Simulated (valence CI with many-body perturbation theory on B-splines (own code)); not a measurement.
**E1 transitions of Yb20+**

Method: valence CI with perturbative core correlation (CI+MBPT): four valence electrons over a frozen Dirac-Fock core [Kr] 4d10, a basis of 7 s, 7 p, 7 d, 7 f, 4 g, 2 h functions for each j, with the one-electron correlation potential Σ1, the two-electron term Σ2, the three-electron term Σ3, Breit, model QED; selected CI, second order for the rest, scaled by the run's own slope (own B-spline code, finite nucleus).

No measured levels were compared; by estimate terms of the open shell hold to a few per cent of their energy, and close levels can change places.

Lines 201 to 250 of 325 in falling wavelength, among levels below 725800 cm⁻¹, chosen from the strongest by gf and those to the six lowest levels. Wavelengths and rates use the calculated energies, so an error of 2000 cm⁻¹ moves a line at 243.6 Å by 0.49 % and its rate by three times that or more. Electric multipoles are in the length gauge, E1 and E2 with the static RPA response of the core. Weak lines are less certain than strong ones. Lines between different terms over intervals too small for the method are left out, as are lines whose strength nearly cancels. Where a level lies close to another of its J and parity, the split of strength between their lines is uncertain. The highest levels of a list are the least certain.

Names give the largest LS component (configuration and term), which can be under half, so a name can repeat, a term be missing and a line seem to break the LS rules; names also repeat where a configuration has a term twice. Letters in brackets count levels of one name in rising energy.

```tsv
λ vac (Å)	Upper	Lower	A (s⁻¹)	log gf	Branch %
243.6	4f3 5s 5F°_3	4f4 5F_2	1.44e+03	-7.05	0.4
243.4	4f3 5s 5I°_7	4f4 5I_6	2.80e+02	-7.43	7.1
243.0	4f3 5s 3F°_2 [b]	4f4 3F_2 [c]	3.87e+05	-4.77	13.4
242.2	4f3 5s 5I°_8	4f4 5I_7	5.32e+02	-7.10	8.8
240.2	4f3 5s 5G°_2	4f4 5F_2	1.67e+04	-6.14	7.1
239.7	4f3 5s 3H°_5	4f4 3F_4 [b]	1.60e+05	-4.82	18.1
239.7	4f3 5s 3L°_9	4f4 3M_10	1.41e+05	-4.64	25.1
238.8	4f3 5s 5G°_3	4f4 5F_2	1.62e+05	-5.01	53.4
238.7	4f3 5s 5G°_4	4f4 5F_3	2.34e+05	-4.74	62.8
238.3	4f3 5s 5G°_5	4f4 5F_4	1.86e+05	-4.76	44.4
237.6	4f3 5s 3I°_7 [a]	4f4 5I_8	6.01e+02	-7.12	0.3
237.5	4f3 5s 3F°_2 [a]	4f4 5F_2	5.26e+03	-6.65	1.3
237.4	4f3 5s 3G°_4 [c]	4f4 3F_3 [c]	2.68e+05	-4.69	19.9
236.4	4f3 5s 3G°_5 [d]	4f4 3F_4 [d]	2.23e+05	-4.69	13.5
235.7	4f3 5s 3I°_5 [a]	4f4 5I_4	2.17e+02	-7.70	0.2
235.6	4f3 5s 3G°_3 [a]	4f4 5F_2	6.92e+04	-5.39	14.7
235.2	4f3 5s 3S°_1 [a]	4f4 5F_2	5.59e+03	-6.86	2.4
234.7	4f3 5s 3L°_8	4f4 3K_8 [a]	9.54e+04	-4.87	16.3
234.7	4f3 5s 3I°_7 [b]	4f4 3K_8 [a]	1.14e+05	-4.85	22.0
234.5	4f3 5s 1D°_2 [c]	4f4 1D_2 [b]	3.62e+05	-4.83	27.8
233.8	4f3 5s 5G°_6	4f4 5F_5 [a]	2.02e+05	-4.67	47.3
233.5	4f3 5s 3G°_3 [d]	4f4 3F_2 [b]	3.67e+05	-4.68	27.2
232.8	4f3 5s 1F°_3 [a]	4f4 1D_2 [b]	2.64e+05	-4.82	16.1
232.6	4f3 5s 3L°_9	4f4 3M_9	1.70e+05	-4.58	30.3
232.5	4f3 5s 3I°_6 [a]	4f4 5I_5	7.27e+02	-7.12	0.5
232.3	4f3 5s 3D°_2 [d]	4f4 3D_1 [a]	3.85e+05	-4.81	25.3
231.3	4f3 5s 1G°_4 [b]	4f4 3F_4 [d]	2.37e+05	-4.77	9.7
231.1	4f3 5s 3H°_4 [a]	4f4 5I_5	1.47e+03	-6.98	0.7
230.9	4f3 5s 3G°_3 [b]	4f4 5F_2	2.52e+04	-5.85	3.8
230.9	4f3 5s 3G°_5 [a]	4f4 5I_5	7.42e+02	-7.19	0.3
230.5	4f3 5s 3K°_7	4f4 5I_8	1.01e+03	-6.92	0.5
229.8	4f3 5s 3H°_6 [a]	4f4 5I_7	4.96e+02	-7.29	0.3
229.4	4f3 5s 1F°_3 [b]	4f4 3D_2 [b]	4.24e+05	-4.63	9.0
229.0	4f3 5s 3D°_2 [a]	4f4 5F_2	8.26e+04	-5.49	23.2
228.2	4f3 5s 3K°_6	4f4 5I_7	3.39e+02	-7.46	0.2
228.1	4f3 5s 5F°_5	4f4 5I_6	3.71e+02	-7.50	0.1
228.0	4f3 5s 3S°_1 [b]	4f4 5F_2	1.32e+05	-5.51	30.0
228.0	4f3 5s 5F°_4	4f4 5I_5	4.04e+02	-7.55	0.1
227.7	4f3 5s 3G°_3 [c]	4f4 5F_2	4.36e+03	-6.63	0.5
227.2	4f3 5s 3D°_3 [d]	4f4 3D_3 [a]	2.67e+05	-4.84	15.3
227.2	4f3 5s 3K°_7	4f4 5I_7	3.31e+03	-6.42	1.8
226.8	4f3 5s 3H°_4 [a]	4f4 5I_4	5.61e+03	-6.41	2.7
226.7	4f3 5s 3K°_8	4f4 5I_8	2.65e+04	-5.46	10.5
226.7	4f3 5s 1F°_3 [b]	4f4 3D_3 [b]	6.39e+05	-4.46	13.6
226.6	4f3 5s 3G°_5 [a]	4f4 5I_4	2.25e+03	-6.72	1.0
226.6	4f3 5s 5F°_3	4f4 5I_4	1.92e+03	-6.99	0.5
226.2	4f3 5s 3H°_6 [a]	4f4 5I_6	1.32e+03	-6.88	0.7
224.7	4f3 5s 5D°_4	4f4 5F_5 [a]	2.28e+05	-4.81	43.7
224.6	4f3 5s 1K°_7	4f4 5I_8	1.05e+04	-5.92	2.1
224.6	4f3 5s 3K°_6	4f4 5I_6	1.94e+03	-6.72	1.2
```
